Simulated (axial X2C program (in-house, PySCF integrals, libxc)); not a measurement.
# CoS⁻: properties at the nuclei

Computed with an in-house all-electron X2C program for linear molecules (integrals from PySCF): two-component X2C with atomic mean-field Coulomb and Gaunt terms, Gaussian nuclei, basis Co dyall-acv3z, S dyall-av3z with contracted cores.

R = 2.050 Å (near the PBE0 minimum at charge -1 of the determinant lowest at the starting distance; the state shown can have its own minimum elsewhere).

Input and command:
```json
{"zs": [27, 16], "q": -1, "bas": ["dyall-acv3z", "dyall-av3z"], "r0": 1.97, "levels": ["PBE0", "HF", "BP86", "LDA", "B3LYP"], "nst": 3}
```
```bash
python soeom.py task.json out
```

Keys: zs atomic numbers; q charge; bas basis sets; r0 starting distance in Å; levels methods; nst determinants followed.

Determinant lowest in the PBE0 search, Ω = 4 (⟨Sz⟩ = 2.00, ⟨Lz⟩ = 2.00 at PBE0), spin on the atoms Co 1.72, S 0.28:

| level | Eeff magnitude (GV/cm) | Ws magnitude Co (kHz) | A∥/gI Co (MHz) | qzz Co (a.u.) | A∥/gI S (MHz) | qzz S (a.u.) |
| --- | --- | --- | --- | --- | --- | --- |
| PBE0 | 0.727 | 0.0848 | 399 | -1.43 | 1.85 | -0.07 |
| HF | 0.886 | 0.096 | 385 | -1.84 | 10.1 | 0.10 |
| BP86 | 0.538 | 0.0733 | 386 | -1.29 | -5.16 | -0.38 |
| LDA | 0.438 | 0.0293 | 341 | 0.00 | 15.6 | 0.99 |
| B3LYP | 0.702 | 0.0833 | 397 | -1.37 | 2.2 | -0.13 |

Eeff is the effective electric field on the electron electric dipole moment in this Ω state and Ws the scalar–pseudoscalar constant of the nucleus named (defined with the proton number Z and per Ω); A∥ (defined per Ω) follows by multiplying with gI = μI/(I μN); qzz is the electric field gradient, eQq0 = 234.96 MHz × Q/barn × qzz. The operators were transformed with the bare-nucleus X2C matrices; with these basis sets, hyperfine constants and field gradients can be off by tens of per cent, and where levels differ in sign neither size nor sign is settled.

(1) With gI(59Co) = 1.3220 (g factors from the IAEA table of nuclear moments by Stone), turn the PBE0 values of the first state into constants in MHz.

Each state is one determinant with collinear spin, which with several unpaired electrons need not be a pure state. Unrestricted Hartree–Fock can overshoot spin polarisation at the nuclei. In the state Ω = 4 the sign of Eeff differs between levels (LDA against PBE0). For an anion, determinants above electron detachment, or with a positive highest level, are held by the basis set. With several open shells hyperfine constants can be off by a factor of several. Where Eeff spreads by more than a factor of two the levels disagree and none is to be relied on. Open-shell Ω = 0 determinants with evenly filled partner blocks cannot be reached by this program, so the Ω shown need not be the lowest component. States lie within half an eV, so the first need not be the ground state. The sign of Ws at Co differs between levels in the first state. Further determinants of the search, some of them spin-mixed, are not shown. Where a field gradient or hyperfine factor spreads by more than a factor of two over the levels, a constant derived from it is not to be relied on.

Results:

(1) A∥(59Co) = 399 × 1.3220 = 527 MHz.
